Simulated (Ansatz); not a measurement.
**Relative stability**

The two ends of one reaction step of SiNH7F2, closed shell (PBE0-D4/def2-TZVP).

A:

```csv
atom,x (Å),y (Å),z (Å)
Si1,-1.0592,-0.7722,-0.2505
F2,1.4070,0.5624,-2.1028
H3,-0.0884,-1.7327,-0.8125
H4,-2.2637,-1.5006,0.2322
H5,-1.4622,0.2794,-1.2057
H6,0.9929,0.7952,0.6384
N7,-0.2480,0.0462,1.1033
H8,1.6835,0.9046,-1.2678
F9,1.7967,1.2701,0.2840
H10,-0.8314,0.7403,1.5585
H11,0.0728,-0.5929,1.8229
```

B:

Si1  (-0.973, -0.598, -0.980)
F2  (0.018, 0.641, -1.360)
H3  (-0.239, -1.807, -0.554)
H4  (-2.096, -0.191, -0.112)
H5  (-1.551, -0.892, -2.323)
H6  (1.136, 0.222, 1.268)
N7  (0.138, 0.053, 1.348)
H8  (1.525, 1.104, -0.760)
F9  (2.314, 1.267, -0.286)
H10  (-0.272, 0.892, 1.741)
H11  (-0.001, -0.693, 2.019)
(Å)

Computed with Ansatz 0.2.0 (basis: def2-TZVPP); correlated methods freeze the cores. B3LYP uses VWN-RPA correlation.

Task: Which structure is lower at CCSD(T), and by how much? (To be estimated.)

Result: The calculation gives: B, by 12.25 kcal/mol (electronic energy, against the other). By their contacts, A is a complex of SiNH₅ ([NH2][SiH3]) + HF + HF and B is a complex of SiH₃F ([F][SiH3]) + NH₃ + HF.

All methods give the same order:

| method | E(B) − E(A) (kcal/mol) |
| --- | --- |
| SPW92 | -5.76 |
| PBE-D4 | -8.71 |
| BLYP-D4 | -10.67 |
| r2SCAN-D4 | -11.19 |
| B97M-V | -14.76 |
| PBE0-D4 | -9.90 |
| B3LYP-D4 | -11.44 |
| r2SCAN0-D4 | -11.65 |
| BHLYP-D4 | -13.39 |
| CAM-B3LYP-D4 | -11.50 |
| wB97X-V | -12.01 |
| wB97M-V | -12.86 |
| B2PLYP | -11.93 |
| PBE-QIDH | -11.13 |
| RPA on PBE | -12.56 |
| HF | -17.18 |
| MP2 | -11.48 |
| CCSD | -13.03 |
| CCSD(T) | -12.25 |

The T1 diagnostic stays at or below 0.010.

Labels in which every atom is bracketed show which atoms are joined, not bond orders.

For scale, one of the runs: CCSD(T)/def2-TZVPP, 233 basis functions, launched by `ansatz run in.yaml --threads 4 --pin off --events-out ev --progress --plain --max-ram 9574MiB`. The run took 66 s on 4 CPU threads of an AMD EPYC 9R14 (shared host), with 4.3 GiB of host memory at its peak.
